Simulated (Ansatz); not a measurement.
# Worked example: the barrier

An elementary step of BH$_{3}$OF$_{4}$, singlet (BHOF₂ ([OH][B]([F])[F]) + HF + HF → BF₃ ([F][B]([F])[F]) + H₂O + HF (still joined by a long B–O bond); bonds formed: B1–F6, O2–H7, H5–F8; bonds broken: H5–F6, H7–F8; bonds weakened to dative contacts: B1–O2). “Start” is the structure reached by relaxing down from the saddle towards the reactants; PBE0-D4/def2-TZVP structures. The saddle:

```csv
atom,x (Å),y (Å),z (Å)
B1,-0.1658,-0.9187,0.1971
O2,0.8399,-0.1859,-0.5709
F3,-0.9328,-1.7206,-0.5511
F4,0.2846,-1.3667,1.3678
H5,-0.6448,1.2001,0.5266
F6,-1.1917,0.3141,0.6456
H7,0.7484,1.0766,-0.2614
F8,0.3145,1.9546,0.1599
H9,0.7478,-0.3538,-1.5138
```

Computed with Ansatz 0.2.0 (basis: def2-TZVPP and def2-QZVPP); correlated methods freeze the cores.

Energies in eV:

| quantity | saddle | start |
| --- | --- | --- |
| Hartree–Fock, triple zeta (X = 3) | -13590.69417 | -13591.50458 |
| Hartree–Fock, quadruple zeta (X = 4) | -13591.28883 | -13592.11818 |
| MP2 correlation, X = 3 | -38.01757 | -37.49441 |
| MP2 correlation, X = 4 | -41.45200 | -40.95088 |
| CCSD(T) correlation, X = 3 | -39.28280 | -38.78422 |

**Question.** Work out the barrier at the basis limit: extrapolate Hartree–Fock as E(X) = E∞ + A exp(−7.88 √X) and the MP2 correlation as E(X) = E∞ + B X^−2.97 (the exponents that Neese and Valeev fitted for def2-TZVPP and QZVPP), then add CCSD(T) − MP2 in triple zeta.

**Answer.** Each step is linear, so take the differences first (saddle − start): Hartree–Fock 0.81041 (X = 3) and 0.82935 (X = 4); MP2 correlation -0.52316 and -0.50112; CCSD(T) correlation -0.49858.
Two points give E∞ = E(4) + w [E(4) − E(3)], with w = 1/(exp(7.88 (2 − √3)) − 1) = 0.1377 for Hartree–Fock and w = 1/((4/3)^2.97 − 1) = 0.7407 for the correlation.
Hartree–Fock: 0.82935 + 0.1377 × 0.01894 = 0.8320 eV.
MP2 correlation: -0.50112 + 0.7407 × 0.02204 = -0.4848 eV.
CCSD(T) − MP2: -0.49858 − (-0.52316) = 0.0246 eV.
Sum: 0.8320 + (-0.4848) + 0.0246 = 0.3718 eV, or 8.57 kcal/mol. Plain CCSD(T) in triple zeta gives 0.3118 eV, so the larger basis shifts the result by 0.0600 eV.

The T1 diagnostic stays at or below 0.012.

Steps of this kind, hydrogen fluoride cutting a network bond, underlie vapour etching and the fluorination step of atomic layer etching.

Labels in which every atom is bracketed show which atoms are joined, not bond orders.

For scale, one of the runs: CCSD(T)/def2-TZVPP, 228 basis functions, launched by `ansatz run in.yaml --threads 8 --pin off --events-out ev --progress --plain --max-ram 19148MiB`. Hardware: 8 CPU threads of an Intel Xeon 6975P-C, shared host. Wall time 26 s; peak host memory 5.1 GiB.
